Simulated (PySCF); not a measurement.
**Correlation energy of Tc (technetium, neutral)**

[Kr] 4d7, high-spin 4F determinant (an excited configuration). Calculation: PySCF 2.14, in x2c-TZVPPall; the spin-free X2C one-electron Hamiltonian (Gaussian nucleus). Frozen: [Kr]; 7 electrons correlated.

```csv
level,correlation energy (mhartree)
CCSD,-167.15
(T),-9.23
CCSD(T),-176.38
```

Diagnostics: T1 = 0.0091, D1 = 0.0167, largest double amplitude 0.051.

Cost of the coupled-cluster step: of the order of 4 core-seconds, for 7 correlated electrons.

Iterations:

```
CC2 = 0
CCSD nocc = (np.int64(5), np.int64(2)), nmo = (61, 61)
frozen orbitals [[0, 1, 2, 3, 4, 5, 6, 7, 8, 9, 10, 11, 12, 13, 14, 15, 16, 17], [0, 1, 2, 3, 4, 5, 6, 7, 8, 9, 10, 11, 12, 13, 14, 15, 16, 17]]
max_cycle = 100
direct = 0
conv_tol = 1e-08
conv_tol_normt = 1e-06
diis_space = 8
diis_start_cycle = 0
Init t2, MP2 energy = -0.165390368765595
Init E_corr(UCCSD) = -0.165390368765838
cycle = 1  E_corr(UCCSD) = -0.163842452968984  dE = 0.0015479158  norm(t1,t2) = 0.0439644
cycle = 2  E_corr(UCCSD) = -0.165491099773805  dE = -0.0016486468  norm(t1,t2) = 0.0208728
cycle = 3  E_corr(UCCSD) = -0.165741442638213  dE = -0.000250342864  norm(t1,t2) = 0.0143917
cycle = 4  E_corr(UCCSD) = -0.166729118018247  dE = -0.00098767538  norm(t1,t2) = 0.0109863
cycle = 5  E_corr(UCCSD) = -0.166971724798503  dE = -0.00024260678  norm(t1,t2) = 0.00569323
cycle = 6  E_corr(UCCSD) = -0.167059138297133  dE = -8.74134986e-05  norm(t1,t2) = 0.00293776
cycle = 7  E_corr(UCCSD) = -0.167137516288331  dE = -7.83779912e-05  norm(t1,t2) = 0.00178133
cycle = 8  E_corr(UCCSD) = -0.167149851680711  dE = -1.23353924e-05  norm(t1,t2) = 0.000626196
cycle = 9  E_corr(UCCSD) = -0.167147326483736  dE = 2.52519698e-06  norm(t1,t2) = 0.000240994
cycle = 10  E_corr(UCCSD) = -0.167150255195667  dE = -2.92871193e-06  norm(t1,t2) = 8.25484e-05
cycle = 11  E_corr(UCCSD) = -0.167150445509116  dE = -1.90313449e-07  norm(t1,t2) = 3.29292e-05
cycle = 12  E_corr(UCCSD) = -0.167150117338222  dE = 3.28170894e-07  norm(t1,t2) = 1.31068e-05
cycle = 13  E_corr(UCCSD) = -0.167150195822779  dE = -7.84845565e-08  norm(t1,t2) = 5.02988e-06
cycle = 14  E_corr(UCCSD) = -0.167150142112324  dE = 5.37104551e-08  norm(t1,t2) = 2.18641e-06
cycle = 15  E_corr(UCCSD) = -0.167150149569386  dE = -7.45706258e-09  norm(t1,t2) = 8.33406e-07
UCCSD converged
E(UCCSD) = -4283.081697002935  E_corr = -0.1671501495693862
UCCSD(T) correction = -0.00923324831231752
```
